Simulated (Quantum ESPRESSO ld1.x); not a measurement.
Results of a calculation; reference values are marked as such.
Species: the bromine ion Br5+. Configuration: [Ar] 3d10 4s2 (the NIST ground configuration). Level of theory: Dirac Kohn-Sham, relativistic LDA (MacDonald-Vosko exchange, VWN5 correlation), spin-unpolarised, spherical densities, point nucleus (ld1.x of Quantum ESPRESSO 7.5).

Unscreened Slater integrals over Kohn-Sham orbitals (hartree). Large and small components are both included.

\begin{tabular}{lr}
integral & value \\ \hline
F0(4s1/2,4s1/2) & 0.61392 \\
F0(4s1/2,3d5/2) & 0.77395 \\
G2(4s1/2,3d5/2) & 0.074448 \\
F0(4s1/2,3d3/2) & 0.77460 \\
G2(4s1/2,3d3/2) & 0.073670 \\
F0(4s1/2,3p3/2) & 0.77684 \\
G1(4s1/2,3p3/2) & 0.060998 \\
F0(4s1/2,3p1/2) & 0.77862 \\
G1(4s1/2,3p1/2) & 0.060473 \\
F0(3d5/2,3d5/2) & 1.5677 \\
F2(3d5/2,3d5/2) & 0.75105 \\
F4(3d5/2,3d5/2) & 0.47253 \\
F0(3d5/2,3d3/2) & 1.5729 \\
F2(3d5/2,3d3/2) & 0.75326 \\
G2(3d5/2,3d3/2) & 0.75168 \\
G4(3d5/2,3d3/2) & 0.47293 \\
F0(3d5/2,3p3/2) & 1.5719 \\
F2(3d5/2,3p3/2) & 0.75400 \\
G1(3d5/2,3p3/2) & 0.90871 \\
G3(3d5/2,3p3/2) & 0.56423 \\
F0(3d5/2,3p1/2) & 1.5870 \\
G3(3d5/2,3p1/2) & 0.57146 \\
F0(3d3/2,3d3/2) & 1.5781 \\
F2(3d3/2,3d3/2) & 0.75551 \\
F0(3d3/2,3p3/2) & 1.5768 \\
F2(3d3/2,3p3/2) & 0.75547 \\
G1(3d3/2,3p3/2) & 0.90880 \\
G3(3d3/2,3p3/2) & 0.56440 \\
F0(3d3/2,3p1/2) & 1.5921 \\
G1(3d3/2,3p1/2) & 0.92439 \\
F0(3p3/2,3p3/2) & 1.5921 \\
F2(3p3/2,3p3/2) & 0.79749 \\
F0(3p3/2,3p1/2) & 1.6069 \\
G2(3p3/2,3p1/2) & 0.80303 \\
F0(3p1/2,3p1/2) & 1.6221 \\
\end{tabular}
